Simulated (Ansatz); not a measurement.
Start from `[SiH3]SS` and change one atom or group to get `F[SiH2]SS`.

Ansatz, PBE0-D4/def2-TZVP geometries, multiplicity 1. Each molecule was computed in one conformer, which needn't be the lowest.

| property | `[SiH3]SS` |
| --- | --- |
| HOMO energy (B3LYP/def2-TZVPP) / eV | -7.07 |
| ideal-gas entropy at 298 K and 1 bar (rigid rotor, harmonic PBE0-D4/def2-TZVP) / J/(mol·K) | 314 |
| zero-point energy (PBE0-D4/def2-TZVP) / kJ/mol | 95.0 |
| size of the dipole moment (PBE/def2-TZVPP) / D | 1.10 |
| size of the dipole moment (B3LYP/def2-TZVPP) / D | 1.14 |
| HOMO–LUMO gap (PBE/def2-TZVPP) / eV | 3.92 |

Problem. What does the change do to each property? (Estimate.)

Solution. Computed: 
| property | `F[SiH2]SS` | shift |
| --- | --- | --- |
| HOMO energy (B3LYP/def2-TZVPP) / eV | -7.47 | -0.40 |
| ideal-gas entropy at 298 K and 1 bar (rigid rotor, harmonic PBE0-D4/def2-TZVP) / J/(mol·K) | 330 | 16 |
| zero-point energy (PBE0-D4/def2-TZVP) / kJ/mol | 83.8 | -11.2 |
| size of the dipole moment (PBE/def2-TZVPP) / D | 1.68 | 0.58 |
| size of the dipole moment (B3LYP/def2-TZVPP) / D | 1.72 | 0.58 |
| HOMO–LUMO gap (PBE/def2-TZVPP) / eV | 4.06 | 0.14 |

With PBE0 the HOMO falls by 0.41 eV and the LUMO falls by 0.26 eV, so the gap widens by about 0.15 eV. PBE moves the HOMO by -0.39 eV and ωB97M-V by -0.41 eV. Dipoles are sizes alone; their direction can turn.

B3LYP here is the variant with VWN-RPA as its local correlation; programs differ in this.
